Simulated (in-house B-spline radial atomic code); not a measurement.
Bi. Computed with a B-spline radial atomic code. Model: non-relativistic spherical atom: semilocal Troullier-Martins pseudo-atom, one channel per l, against all electrons, high spin, G0W0 and RPA with empty states to l = 8, local potential for every l without a channel, a model core (radius 0 = none) keeps its share of the functional.

The core holds an angular momentum without a channel of its own, so the local potential lets valence electrons into it.

Without relativity these are model numbers for so heavy an element.

What the tables leave out is listed at the end.

The pseudopotential gives back the lowest level of each angular momentum of its own functional in the configuration it was made in; a second state of the same l is only approximately right. Exact exchange, RPA and GW see the smooth pseudo-orbitals and miss the exchange with the core, for which the functional's share stands in. The column with an uncorrelated core keeps all orbitals and exact exchange, and so separates missing core correlation from pseudisation. Only the three outermost levels and the lowest empty one were computed. RPA here is direct RPA, with no exchange kernel, and its energies carry an (l + 1/2)⁻⁴ tail. A hybrid on a potential with a model core restores only its own semilocal share of the core's exchange.

Command:
```bash
python run_psgw.py task.json out
```
Settings (lengths in bohr, energies in hartree):
```
Z                      83
electrons              83
configuration          [Xe] 4f14 5d10 6s2 6p3
generated_in           [Xe] 4f14 5d10 6s2 6p3
functional             pbe,pbe
core_shells            13
radius_factor          0.8
core_correction        False
```

Cost of the run: 58 s on 1 thread of Arm Neoverse N1, on a shared host.

Given: made with PBE; model core radius 0 bohr; local radius 1.747 bohr; mean-field start Hartree-Fock.

Valence shells of the generating configuration: 6s, 6p.

Channel: s 1.699, p 2.02 (radii in bohr).

Computed: largest level miss in the spin-unpolarised generating configuration 0 eV; valence RPA correlation energy pseudo -0.16734 hartree; all-electron RPA polarisability, core included 29.844 bohr³; pseudo-atom RPA polarisability 33.337 bohr³.

```
  level  occupied  mean-field all-electron (eV)  mean-field pseudo minus all (eV)  G0W0 all-electron (eV)  G0W0 uncorrelated core minus all (eV)  G0W0 pseudo minus all (eV)  exchange self-energy all-electron (eV)  exchange self-energy pseudo (eV)
  6p up         1                       -8.7455                             0.078                 -9.2223                                  0.252                      -0.004                                 -13.997                           -11.775
6s down         1                       -12.125                              0.01                 -13.804                                  0.807                       0.423                                 -13.774                           -9.8742
```

Task: What is the valence RPA correlation energy all-electron orbitals?

Result: -0.10984 hartree.

Among the listed levels the largest G0W0 shift of the pseudo-atom is +0.42 eV, for 6s down on the Hartree-Fock start, while leaving the core uncorrelated moves that level by +0.81 eV. The rest, -0.38 eV, comes from pseudisation and the lost core exchange. Not in the tables (levels of low weight, unsolved or above zero; the highest and the empty levels are kept at any weight): the PBE start was refused, since an empty level lay at or below an occupied one; the PBE0 start was refused, since an empty level lay at or below an occupied one; on Hartree-Fock the G0W0 levels 6s up (pseudo minus all -1.22 eV, weights 0.50 and 0.83).
